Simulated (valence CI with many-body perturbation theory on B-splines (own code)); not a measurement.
## Sb¹⁸⁺: calculated level list

Computed by relativistic CI+MBPT: five valence electrons over a frozen Dirac-Fock core [Ar] 3d10, a basis of 9 s, 9 p, 8 d, 6 f, 3 g, 1 h functions for each j, with the one-electron correlation potential Σ1, the two-electron term Σ2, the three-electron term Σ3, Breit, model QED; selected CI, second order for the rest (own B-spline code, finite nucleus).

No measured levels were compared; by estimate levels hold to about 250 cm⁻¹ or 0.2 % of their energy and the worst to 1 %, as in measured heavy ions of charge 2 to 7; those with d or f electrons hold less well. Among the levels kept, up to 300 cm⁻¹ of a level comes from second order outside the variational space, and about a tenth of that is noise between levels of different J, which matters for small intervals.

Levels 1 to 45 of 47, with energies above the lowest level, 4s2 4p3 4S°_3/2. "Leading %" is the weight of the configuration and term that name the level; weights of strongly mixed levels are sums over their largest components and can fall short. In the jj column 3d3/2^4 stands for four electrons in 3d with j = 3/2. Lifetimes count E1, E2, E3, M1 and M2 decay at the calculated energies, and are blank where another channel may lead or the interval is too uncertain; long ones can be off by a factor of two.

| No. | Configuration | Term | J | E (cm⁻¹) | Leading % | Leading jj | Lifetime | g |
| --- | --- | --- | --- | --- | --- | --- | --- | --- |
| 1 | 4s2 4p3 | 4S° | 3/2 | 0 | 48 | 4s^2 4p1/2^2 4p3/2 (91 %) |  | 1.560 |
| 2 | 4s2 4p3 | 2D° | 3/2 | 74709 | 53 | 4s^2 4p1/2 4p3/2^2 (92 %) | 111 μs | 1.314 |
| 3 | 4s2 4p3 | 2D° | 5/2 | 96301 | 98 | 4s^2 4p1/2 4p3/2^2 (98 %) | 544 μs | 1.199 |
| 4 | 4s2 4p3 | 2P° | 1/2 | 126230 | 98 | 4s^2 4p1/2 4p3/2^2 (98 %) | 80.2 μs | 0.664 |
| 5 | 4s2 4p3 | 2P° | 3/2 | 200180 | 60 | 4s^2 4p3/2^3 (95 %) | 30.5 μs | 1.258 |
| 6 | 4s 4p4 | 4P | 5/2 | 425170 | 82 | 4s 4p1/2^2 4p3/2^2 (87 %) | 140 ps | 1.548 |
| 7 | 4s 4p4 | 4P | 3/2 | 473790 | 64 | 4s 4p1/2^2 4p3/2^2 (53 %) | 59.2 ps | 1.504 |
| 8 | 4s 4p4 | 4P | 1/2 | 479050 | 66 | 4s 4p1/2^2 4p3/2^2 (68 %) | 63.1 ps | 2.466 |
| 9 | 4s 4p4 | 2D | 3/2 | 531060 | 48 | 4s 4p1/2 4p3/2^3 (64 %) | 51.0 ps | 1.133 |
| 10 | 4s 4p4 | 2D | 5/2 | 554900 | 74 | 4s 4p1/2 4p3/2^3 (82 %) | 67.7 ps | 1.249 |
| 11 | 4s 4p4 | 2P | 1/2 | 594680 | 36 | 4s 4p1/2 4p3/2^3 (52 %) | 19.9 ps | 1.493 |
| 12 | 4s 4p4 | 2P | 3/2 | 600520 | 25 | 4s 4p1/2 4p3/2^3 (44 %) | 40.1 ps | 1.041 |
| 13 | 4s2 4p2 4d | 4F | 3/2 | 614890 | 48 | 4s^2 4p1/2^2 4d3/2 (42 %) | 24.5 ps | 0.801 |
| 14 | 4s2 4p2 4d | 4F | 5/2 | 635430 | 43 | 4s^2 4p1/2^2 4d5/2 (71 %) | 51.8 ps | 1.157 |
| 15 | 4s2 4p2 4d | 2F | 5/2 | 672990 | 59 | 4s^2 4p1/2 4p3/2 4d3/2 (89 %) | 420 ps | 0.943 |
| 16 | 4s2 4p2 4d | 4D | 1/2 | 674690 | 56 | 4s^2 4p1/2 4p3/2 4d3/2 (67 %) | 110 ps | 0.597 |
| 17 | 4s2 4p2 4d | 4F | 7/2 | 685300 | 76 | 4s^2 4p1/2 4p3/2 4d5/2 (53 %) | 1.54 ns | 1.200 |
| 18 | 4s2 4p2 4d | 4D | 3/2 | 688500 | 53 | 4s^2 4p1/2 4p3/2 4d3/2 (72 %) | 23.0 ps | 1.039 |
| 19 | 4s2 4p2 4d | 2F | 7/2 | 691310 | 45 | 4s^2 4p1/2 4p3/2 4d5/2 (62 %) | 8.33 ns | 1.252 |
| 20 | 4s 4p4 | 2P | 1/2 | 698850 | 33 | 4s 4p3/2^4 (42 %) | 19.7 ps | 0.833 |
| 21 | 4s2 4p2 4d | 4F | 9/2 | 709350 | 62 | 4s^2 4p1/2 4p3/2 4d5/2 (89 %) |  | 1.251 |
| 22 | 4s2 4p2 4d | 4D | 5/2 | 717830 | 38 | 4s^2 4p1/2 4p3/2 4d5/2 (74 %) | 24.6 ps | 1.190 |
| 23 | 4s2 4p2 4d | 2P | 3/2 | 729950 | 48 | 4s^2 4p1/2 4p3/2 4d5/2 (65 %) | 7.18 ps | 1.225 |
| 24 | 4s2 4p2 4d | 2G | 7/2 | 751660 | 59 | 4s^2 4p1/2 4p3/2 4d5/2 (46 %) | 38.2 ps | 1.042 |
| 25 | 4s2 4p2 4d | 4P | 5/2 | 756690 | 56 | 4s^2 4p1/2 4p3/2 4d5/2 (43 %) | 3.74 ps | 1.447 |
| 26 | 4s2 4p2 4d | 4P | 3/2 | 762980 | 48 | 4s^2 4p1/2 4p3/2 4d3/2 (56 %) | 3.95 ps | 1.445 |
| 27 | 4s2 4p2 4d | 4P | 1/2 | 764740 | 46 | 4s^2 4p1/2 4p3/2 4d3/2 (77 %) | 3.88 ps | 2.015 |
| 28 | 4s2 4p2 4d | 2D | 3/2 | 783830 | 73 | 4s^2 4p1/2 4p3/2 4d5/2 (55 %) | 12.0 ps | 0.911 |
| 29 | 4s2 4p2 4d | 2F | 7/2 | 790170 | 49 | 4s^2 4p3/2^2 4d5/2 (94 %) | 280 ps | 1.216 |
| 30 | 4s2 4p2 4d | 2D | 5/2 | 800340 | 65 | 4s^2 4p1/2 4p3/2 4d5/2 (44 %) | 3.51 ps | 1.107 |
| 31 | 4s2 4p2 4d | 2G | 9/2 | 801570 | 62 | 4s^2 4p3/2^2 4d5/2 (89 %) | 66.9 μs | 1.192 |
| 32 | 4s2 4p2 4d | 2P | 1/2 | 802140 | 55 | 4s^2 4p1/2 4p3/2 4d5/2 (34 %) | 4.25 ps | 1.001 |
| 33 | 4s2 4p2 4d | 2P | 1/2 | 824920 | 72 | 4s^2 4p1/2 4p3/2 4d5/2 (44 %) | 5.99 ps | 1.019 |
| 34 | 4s2 4p2 4d | 2D | 3/2 | 833710 | 53 | 4s^2 4p3/2^2 4d3/2 (75 %) | 3.61 ps | 1.066 |
| 35 | 4s2 4p2 4d | 2D | 5/2 | 840780 | 38 | 4s^2 4p3/2^2 4d3/2 (52 %) | 3.22 ps | 1.163 |
| 36 | 4s2 4p2 4d | 2D | 5/2 | 860090 | 86 | 4s^2 4p3/2^2 4d5/2 (90 %) | 87.3 ps | 1.204 |
| 37 | 4s2 4p2 4d | 2F | 7/2 | 868450 | 87 | 4s^2 4p3/2^2 4d3/2 (64 %) | 2.75 ps | 1.127 |
| 38 | 4s2 4p2 4d | 2P | 3/2 | 878660 | 58 | 4s^2 4p3/2^2 4d5/2 (43 %) | 4.27 ps | 1.182 |
| 39 | 4s2 4p2 4d | 2S | 1/2 | 879490 | 48 | 4s^2 4p3/2^2 4d5/2 (42 %) | 4.22 ps | 1.906 |
| 40 | 4s2 4p2 4d | 2D | 3/2 | 911020 | 79 | 4s^2 4p3/2^2 4d5/2 (47 %) | 3.54 ps | 0.907 |
| 41 | 4s2 4p2 4d | 2D | 5/2 | 922470 | 56 | 4s^2 4p3/2^2 4d5/2 (75 %) | 3.05 ps | 1.097 |
| 42 | 4p5 | 2P° | 3/2 | 954500 | 72 | 4p1/2^2 4p3/2^3 (72 %) | 27.5 ps | 1.331 |
| 43 | 4s 4p3 4d | 6D° | 1/2 | 993510 | 81 | 4s 4p1/2^2 4p3/2 4d3/2 (59 %) | 403 ps | 3.142 |
| 44 | 4s 4p3 4d | 6D° | 3/2 | 995640 | 80 | 4s 4p1/2^2 4p3/2 4d3/2 (54 %) | 196 ps | 1.757 |
| 45 | 4s 4p3 4d | 6D° | 5/2 | 995700 | 72 | 4s 4p1/2^2 4p3/2 4d3/2 (56 %) | 280 ps | 1.544 |

Names give the largest LS component (configuration and term), which can be under half, so a name can repeat, a term be missing and a line seem to break the LS rules; names also repeat where a configuration has a term twice.

The ionisation energy to 4s2 4p2 3P_0 of the next ion comes out as 511.24 eV (NIST: 510 ± 3 eV (theoretical)). All 47 levels together are meant to be complete up to 1039100 cm⁻¹.
